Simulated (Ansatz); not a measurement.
Reaction (formal exchange of groups at a B–C bond): `BCC(C)F` + `CO[SiH](C)C` → `BO[SiH](C)C` + `CCC(C)F`

Computed with Ansatz on PBE0-D4/def2-TZVP structures; ΔE is electronic, products minus reactants. CCSD(T)/CBS adds triple-zeta CCSD(T) − MP2 to the extrapolated MP2 energy (def2 sets, frozen cores). Functionals use def2-TZVPP. B3LYP here is the variant with VWN-RPA as its local correlation; programs differ in this. Each species was taken in one conformer, which may not be the lowest.

`BCC(C)F`:

Cartesian coordinates in Å:
```
B 1.095 0.162 1.478
C -0.355 0.116 0.934
C -0.574 -0.548 -0.403
C -0.025 0.247 -1.561
F -1.945 -0.723 -0.608
H 1.361 0.860 2.412
H 1.957 -0.535 1.020
H -0.843 1.098 0.964
H -0.879 -0.468 1.714
H -0.138 -1.553 -0.394
H -0.248 -0.248 -2.507
H 1.060 0.344 -1.471
H -0.464 1.248 -1.578
```

`CO[SiH](C)C`:

Z-matrix (Å, degrees):
```
C
O 1 1.404
H 1 1.097 2 111.7
H 1 1.097 2 111.7 3 121.5
H 1 1.092 2 108.5 3 -119.2
Si 2 1.650 1 123.0 3 -69.9
C 6 1.867 2 111.3 1 63.6
C 6 1.858 2 106.3 1 -174.3
H 6 1.496 2 108.5 1 -55.2
H 7 1.093 6 111.1 2 60.4
H 7 1.094 6 110.4 2 -179.7
H 7 1.093 6 111.6 2 -60.3
H 8 1.093 6 110.7 2 -61.8
H 8 1.092 6 110.8 2 58.2
H 8 1.093 6 110.8 2 178.2
```

`BO[SiH](C)C`:

Z-matrix (Å, degrees):
```
Si
O 1 1.668
C 1 1.858 2 107.2
C 1 1.861 2 111.4 3 123.0
H 1 1.487 2 105.7 3 -117.5
B 2 1.341 1 134.7 3 -123.8
H 3 1.093 1 110.7 2 -174.8
H 3 1.092 1 110.8 2 -55.0
H 3 1.093 1 111.0 2 65.2
H 4 1.092 1 111.5 2 58.7
H 4 1.094 1 109.7 2 178.2
H 4 1.093 1 111.6 2 -62.2
H 6 1.201 2 118.2 1 179.8
H 6 1.205 2 120.6 1 -0.1
```

`CCC(C)F`:

Cartesian coordinates in Å:
```
C 0.820 -0.916 1.503
C 0.728 -0.145 0.199
C -0.694 0.131 -0.233
C -0.801 0.881 -1.536
F -1.320 0.889 0.759
H 1.861 -1.087 1.787
H 0.334 -0.369 2.313
H 0.334 -1.892 1.420
H 1.220 -0.701 -0.607
H 1.251 0.813 0.283
H -1.255 -0.811 -0.288
H -0.381 0.286 -2.351
H -0.254 1.825 -1.478
H -1.844 1.096 -1.770
```

| level | ΔE (eV) | difference from CCSD(T)/CBS |
| --- | --- | --- |
| PBE-D4 | -1.93 | 0.10 |
| r2SCAN-D4 | -1.99 | 0.04 |
| PBE0-D4 | -1.96 | 0.07 |
| ωB97X-V | -1.96 | 0.07 |
| ωB97M-V | -1.99 | 0.04 |
| B2PLYP | -2.02 | 0.01 |
| B3LYP | -1.98 | 0.05 |
| HF/def2-TZVPP | -2.00 | 0.03 |
| MP2/def2-TZVPP | -2.07 | -0.04 |
| SCS-MP2/def2-QZVPP | -2.05 | -0.02 |
| CCSD(T)/CBS | -2.03 | 0 |

Largest T1 diagnostic among the species: 0.012.

CCSD(T)/CBS has its own doubt, a few kJ/mol and more with outer-core shells, so smaller differences from it don't rank the levels.
